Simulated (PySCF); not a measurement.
Hexafluorodisilane, SMILES F[Si]([Si](F)(F)F)(F)F (F6Si2), singlet, PBE0/def2-SVP optimised geometry.

```
8

F     -2.96    -1.88     1.86
Si    -1.36    -1.88     1.86
F     -0.86    -3.40     1.85
F     -0.85    -1.19     3.20
Si    -0.55    -0.76     0.00
F     -1.05    -1.46    -1.35
F     -1.05     0.76     0.00
F      1.05    -0.76     0.00
```

Density from PBE0/def2-TZVP (PySCF 2.14.0) at that geometry.

Minimum of the electron density along straight lines between bonded atoms, close to the bond critical point (lines longer than 1.1 times the sum of covalent radii, or with two minima, are not listed):

```csv
bond,length / Å,ρ at the minimum / e bohr⁻³,∇²ρ there / e bohr⁻⁵,position (fraction from the first atom)
F1–Si2,1.600,0.141,0.97,0.58
Si2–F3,1.600,0.141,0.97,0.42
Si2–F4,1.600,0.141,0.97,0.42
Si2–Si5,2.316,___,___,0.50
Si5–F6,1.600,0.141,0.97,0.42
Si5–F7,1.600,0.141,0.97,0.42
Si5–F8,1.600,0.141,0.97,0.42
```

Task: Fill in the missing entries.

Result: 
- Si2–Si5, ρ at the minimum / e bohr⁻³: 0.109
- Si2–Si5, ∇²ρ there / e bohr⁻⁵: -0.23
